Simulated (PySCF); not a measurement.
**Heteronuclear NMR**

Bonds (- single, = double, # triple, : aromatic): C1=C2, C2-C3, C3-Si4, Si4-N5, N5-C6, N5-C7. C1 carries H8, H9; C2 carries H10; C3 carries H11, H12; Si4 carries H13, H14; C6 carries H15, H16, H17; C7 carries H18, H19, H20. H9 is cis to C3; H8 is trans to C3.

Equivalent nuclei averaged, no solvent model, single conformer, non-relativistic. Shielding tensors at PBE0/pcSseg-1 (GIAO); GFN2-xTB geometry; PySCF 2.14.0 with density-fitted response routines.

Problem. Predict the ²⁹Si NMR data.

Solution. 
| atoms | environment | σ (ppm) | δ (ppm) |
| --- | --- | --- | --- |
| Si4 | silicon bonded to C, N, 2 H | 375.0 | -28.3 |

Shieldings were converted by a linear fit to measured shifts: ²⁹Si (scatter 8.9 ppm rms, 25.8 ppm with the 6 outliers that the fit left out vs TMS, solution or neat liquid). Occasional misses reach two or three times the rms, and more in compound classes unlike the fitted ones.

On a 500 MHz spectrometer ²⁹Si resonates near 99.3 MHz, so 1 ppm is 99.3 Hz.

Problem. What are the ¹⁵N shifts?

Solution. 
```json
{"atoms": "N5", "environment": "nitrogen bonded to 2 C, Si", "σ (ppm)": "253.4", "δ (ppm)": "-381.6"}
```

Shieldings were converted by a linear fit to measured shifts: ¹⁵N: δ = -148.07 − 0.921σ (rms 6.3 ppm, 71 shifts vs CH3NO2, solution or neat liquid). A few per cent of atoms miss by over 2 rms, more outside the fitted compound classes.

On a 600 MHz spectrometer ¹⁵N resonates near 60.8 MHz, so 1 ppm is 60.8 Hz.
